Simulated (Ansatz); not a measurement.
## A barrier at the coupled-cluster level

Start structure (HfH3OF3, closed shell), relaxed at PBE0-D4/def2-TZVP:

Hf1  (0.051, 0.815, -0.249)
O2  (1.485, -0.434, -0.255)
F3  (-1.351, 0.266, -1.424)
F4  (-0.606, 1.109, 1.521)
F5  (0.697, 2.487, -0.890)
H6  (-1.326, -1.708, 0.428)
H7  (-1.167, -1.494, 1.128)
H8  (2.218, -1.041, -0.259)
(Å)

The step: HfHOF₃ ([OH][Hf]([F])([F])[F]) + H₂ → HfHF₃ ([F][HfH]([F])[F]) + H₂O (still joined by a long Hf–O bond); bonds formed: Hf1–H7, O2–H6; bonds broken: H6–H7; bonds weakened to dative contacts: Hf1–O2. Ansatz 0.2.0; basis: def2-TZVPP and def2-QZVPP; cores frozen in the correlated methods. Core potentials replace the inner electrons of the atoms past krypton. Extrapolation: Hartree–Fock as exp(−7.88 √X), correlation as X^−2.97. Energies below are by CCSD(T) at an estimated basis limit (MP2 extrapolated from triple and quadruple zeta, plus CCSD(T) − MP2 in triple zeta).

**Question.** What are the electronic barrier and the energy of the step, from the start structure to the end structure? (Judge from chemistry; the value comes from the calculation.)

**Answer.** By the calculation: Barrier 33.71 kcal/mol; step energy 20.64 kcal/mol (uphill); reverse barrier, their difference, 13.07 kcal/mol. Barrier and step energy count from the start structure, the reverse barrier from the end structure.

The saddle point: One imaginary mode of 1079i cm⁻¹.
```json
{"pair": "Hf1–H7", "start (Å)": "2.95", "saddle (Å)": "2.05", "end (Å)": "1.86"}
{"pair": "O2–H6", "start (Å)": "3.16", "saddle (Å)": "1.20", "end (Å)": "0.96"}
{"pair": "Hf1–O2", "start (Å)": "1.90", "saddle (Å)": "2.14", "end (Å)": "2.36"}
{"pair": "H6–H7", "start (Å)": "0.75", "saddle (Å)": "1.06", "end (Å)": "2.56"}
```

Zero-point energy (harmonic, PBE0-D4): ZPE is 19.11 kcal/mol at the start and 20.57 kcal/mol at the saddle, so the barrier goes from 33.71 to 35.17 kcal/mol.

The T1 diagnostic stays at or below 0.017.

Labels in which every atom is bracketed show which atoms are joined, not bond orders.

For scale, one of the runs: CCSD(T)/def2-TZVPP, 222 basis functions, launched by `ansatz run in.yaml --threads 8 --pin off --events-out ev --progress --plain --max-ram 19148MiB`. Time: 25 s of wall clock on 8 CPU threads of an Intel Xeon 6975P-C; the host was shared. Peak host memory: 5 GiB.
